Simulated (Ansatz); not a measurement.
Reaction (isomerisation): `C=C=C(C)I` → `CC1=C(I)C1`

Isolated molecules relaxed with PBE0-D4/def2-TZVP in Ansatz; ΔE leaves out vibrations. CCSD(T)/CBS adds triple-zeta CCSD(T) − MP2 to the extrapolated MP2 energy (def2 sets, frozen cores). Functionals use def2-TZVPP. B3LYP here is the variant with VWN-RPA as its local correlation; programs differ in this. def2 core potentials past Kr. For I outer-core shells are correlated without core-valence functions, which leaves a few kJ/mol of doubt a bond.

`C=C=C(C)I`:

```xyz
10

C    -0.093    0.877    1.942
C     0.016    0.565    0.684
C     0.123    0.242   -0.565
C    -0.058   -1.114   -1.160
I     0.603    1.777   -1.932
H     0.764    0.841    2.608
H    -1.043    1.189    2.365
H    -0.863   -1.107   -1.899
H     0.854   -1.438   -1.667
H    -0.302   -1.834   -0.377
```

`CC1=C(I)C1`:

Cartesian coordinates in Å:
```
C -0.926 -0.890 -0.816
C -0.096 -0.030 0.028
C 0.129 0.661 1.092
I -0.530 1.337 2.896
C 1.250 0.660 0.115
H -0.422 -1.842 -1.005
H -1.099 -0.421 -1.789
H -1.890 -1.090 -0.347
H 2.145 0.068 0.319
H 1.439 1.547 -0.493
```

```tsv
level	ΔE (kJ/mol)
PBE-D4	67.5
B3LYP-D4	83.4
CCSD(T)/def2-TZVPP	72.9
CCSD/CBS(def2)	73.0
```

**Question.** What does CCSD(T)/CBS give? (Estimate.)

**Answer.** Ansatz gave: +74.0 kJ/mol. The listed levels differ from it by -6.5, 9.4, -1.1, -1.0 kJ/mol.

Largest T1 diagnostic among the species: 0.010.

In def2-TZVPP, CCSD(T) changes the Hartree–Fock value by −7.5 kJ/mol (the triples alone add +1.0 kJ/mol) and MP2 by −19.4 kJ/mol. From PBE to PBE0 (25 % exact exchange), in def2-TZVPP and without D4, ΔE moves by −5.9 kJ/mol.
